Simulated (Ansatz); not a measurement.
The inner images of a band of C4H9BOS (16 atoms, charge 0, multiplicity 1) are given out of order.

The calculation used RKS B3LYP/6-31G* (Ansatz).

Initial state:

```xyz
16
Properties=species:S:1:pos:R:3
C -2.013 -0.627 -0.032
O -1.040 -0.242 0.930
C 0.266 -0.055 0.431
C 0.879 -1.343 -0.110
C 0.460 1.205 -0.474
B 1.449 1.898 0.543
S 1.303 0.668 1.843
H -2.980 -0.570 0.474
H -2.027 0.053 -0.896
H -1.864 -1.654 -0.391
H 1.926 -1.189 -0.384
H 0.343 -1.676 -1.008
H 0.825 -2.136 0.642
H 0.823 0.994 -1.488
H -0.482 1.762 -0.569
H 2.109 2.889 0.530
```

Final state:

```xyz
16
Properties=species:S:1:pos:R:3
C -2.037 -0.842 0.386
O -1.248 0.153 -0.250
C 0.126 0.095 -0.051
C 0.760 -1.224 -0.478
C 0.786 1.372 -0.625
B 1.373 1.840 0.763
S 0.655 0.545 1.781
H -3.078 -0.552 0.229
H -1.876 -1.839 -0.043
H -1.832 -0.874 1.465
H 1.848 -1.168 -0.396
H 0.495 -1.421 -1.525
H 0.422 -2.065 0.134
H 1.494 1.176 -1.441
H 0.014 2.047 -1.013
H 2.076 2.736 1.108
```

Q: Put them in order from the first end to the last, with their energies above the first end.
A.
```xyz
16
Properties=species:S:1:pos:R:3
C -2.012 -0.722 -0.001
O -1.075 -0.128 0.887
C 0.245 0.001 0.407
C 0.818 -1.299 -0.150
C 0.505 1.265 -0.478
B 1.496 1.911 0.570
S 1.287 0.664 1.846
H -2.998 -0.543 0.437
H -1.984 -0.270 -1.003
H -1.861 -1.806 -0.095
H 1.879 -1.181 -0.381
H 0.302 -1.579 -1.076
H 0.706 -2.112 0.574
H 0.897 1.053 -1.482
H -0.418 1.847 -0.598
H 2.192 2.877 0.589
```
B.
```xyz
16
Properties=species:S:1:pos:R:3
C -2.040 -0.917 0.274
O -1.267 0.210 -0.118
C 0.109 0.144 0.026
C 0.729 -1.190 -0.372
C 0.761 1.398 -0.602
B 1.473 1.856 0.730
S 0.739 0.636 1.826
H -3.067 -0.562 0.384
H -2.014 -1.702 -0.492
H -1.704 -1.335 1.232
H 1.819 -1.120 -0.352
H 0.412 -1.444 -1.392
H 0.434 -2.002 0.299
H 1.365 1.187 -1.494
H -0.027 2.102 -0.899
H 2.253 2.716 0.994
```
C.
```xyz
16
Properties=species:S:1:pos:R:3
C -2.054 -0.943 0.165
O -1.257 0.232 0.167
C 0.130 0.153 0.155
C 0.715 -1.183 -0.284
C 0.719 1.397 -0.558
B 1.555 1.887 0.688
S 0.940 0.682 1.868
H -3.059 -0.626 0.455
H -2.099 -1.382 -0.841
H -1.707 -1.705 0.873
H 1.802 -1.102 -0.360
H 0.319 -1.461 -1.270
H 0.492 -1.988 0.423
H 1.234 1.167 -1.500
H -0.099 2.090 -0.794
H 2.346 2.760 0.858
```
D.
```xyz
16
Properties=species:S:1:pos:R:3
C -2.044 -0.898 0.080
O -1.201 0.137 0.564
C 0.175 0.117 0.290
C 0.726 -1.210 -0.219
C 0.643 1.366 -0.521
B 1.576 1.911 0.630
S 1.133 0.686 1.865
H -3.042 -0.657 0.452
H -2.078 -0.931 -1.018
H -1.761 -1.889 0.457
H 1.803 -1.120 -0.379
H 0.263 -1.479 -1.177
H 0.557 -2.023 0.494
H 1.098 1.131 -1.493
H -0.216 2.022 -0.709
H 2.344 2.816 0.729
```
E.
```xyz
16
Properties=species:S:1:pos:R:3
C -2.027 -0.821 0.033
O -1.138 0.008 0.768
C 0.210 0.067 0.361
C 0.762 -1.249 -0.177
C 0.574 1.321 -0.501
B 1.549 1.916 0.592
S 1.219 0.683 1.854
H -3.024 -0.604 0.425
H -2.021 -0.604 -1.045
H -1.816 -1.888 0.183
H 1.834 -1.152 -0.372
H 0.272 -1.517 -1.121
H 0.616 -2.064 0.540
H 0.993 1.093 -1.491
H -0.317 1.944 -0.652
H 2.292 2.844 0.646
```

A: A (+1.6 kJ/mol), E (+5.4 kJ/mol), D (+7.9 kJ/mol), C (+0.6 kJ/mol), B (-11.5 kJ/mol).

The run took 4.1 min on 2 threads of Arm Neoverse V2, with other jobs on the host, peak memory 0.38 GiB.
